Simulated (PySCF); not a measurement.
# GaP⁺: frontier orbitals

BLYP at R = 2.704 Å; PySCF, scalar-relativistic core potentials, basis sets Ga cc-pVDZ-PP with ECP10, P cc-pV(D+d)Z. State: ⁴Σ⁻ (quartet), unpaired electrons σ ↑, π ↑↑. Only the outer orbitals are listed, counted within each symmetry, core potentials removing the inner ones.

```
spin  orbital  occ.  ε (eV)  on Ga (%)           main shells (%)
   α       7σ     1  -20.52          5                    94 P s
   α       8σ     1  -15.62         83           83 Ga s, 12 P p
   α       9σ     1  -11.81         33  67 P p, 20 Ga p, 12 Ga s
   α       4π     1  -11.68          6                    94 P p
   α       4π     1  -11.68          6                    94 P p
   α       5π     0   -8.15         94                   94 Ga p
   α       5π     0   -8.15         94                   94 Ga p
   α      10σ     0   -6.51         82           79 Ga p, 16 P p
   β       7σ     1  -18.49         13           86 P s, 10 Ga s
   β       8σ     1  -15.07         83           83 Ga s, 11 P s
   β       9σ     0  -10.33         37           62 P p, 30 Ga p
   β       4π     0   -9.80         20           80 P p, 19 Ga p
   β       4π     0   -9.80         20           80 P p, 19 Ga p
```

Problem. Which are the highest filled and the lowest empty level, where do they sit, and how wide is the gap?

Solution. Highest filled α 4π at -11.68 eV (in %: 94 P p); lowest empty β 9σ at -10.33 eV (in %: 62 P p, 30 Ga p); the gap at BLYP is 1.35 eV.

| Item | Value |
| --- | --- |
| bond order (Mayer) | 0.72 |
| ⟨S²⟩ | 3.752 |
| charge on Ga (Mulliken, basis-dependent) | 0.72 |
| charge on Ga (Löwdin, basis-dependent) | 0.63 |
| dipole moment (positive dipole points towards P; it is taken about the centre of mass and depends on that origin) | -0.23 D |

Spin–orbit coupling is left out. The state is the lowest determinant that a PBE0 search found; another state may lie lower at other levels.
